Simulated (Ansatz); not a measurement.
This geometry of AlF₃H₂O (7 atoms, charge 0, multiplicity 1) is a first-order saddle point.

All numbers below come from RHF/def2-SVP in Ansatz.

```xyz
7
Properties=species:S:1:pos:R:3
Al 0.021 -0.280 -0.092
F 0.026 -0.101 1.761
F 1.440 0.249 -0.720
F -1.388 0.263 -0.736
O -0.010 -1.925 0.575
H -0.383 -2.767 0.377
H -0.027 -1.160 1.633
```

Q: Which two structures does it join? (They come from a converged band through this point; their orientation in space is the band's.)

A: Bonds broken: O5–H7. Bonds formed: F2–H7.

Image 0:

```xyz
7
Properties=species:S:1:pos:R:3
Al 0.041 -0.021 0.118
F -0.038 0.611 1.644
F 1.445 0.203 -0.714
F -1.351 -0.097 -0.771
O 0.052 -1.886 0.661
H -0.596 -2.462 0.270
H 0.127 -2.071 1.590
```

Image 6:

```xyz
7
Properties=species:S:1:pos:R:3
Al -0.030 -0.404 -0.143
F 0.049 -0.044 1.796
F 1.400 0.167 -0.718
F -1.397 0.361 -0.643
O -0.127 -2.005 0.441
H -0.210 -2.854 0.048
H -0.005 -0.943 2.018
```

Q: How far does it lie above each of them?

A: 1.33 eV above the first and 0.14 eV above the second. This is the barrier of this one path; another mechanism may lie lower. The orbitals stay closed-shell, which can raise the energy where a bond breaks towards radicals; this wasn't checked here.

The run took 69 s on 1 thread of Arm Neoverse V2 (shared host), peak memory 0.14 GiB.
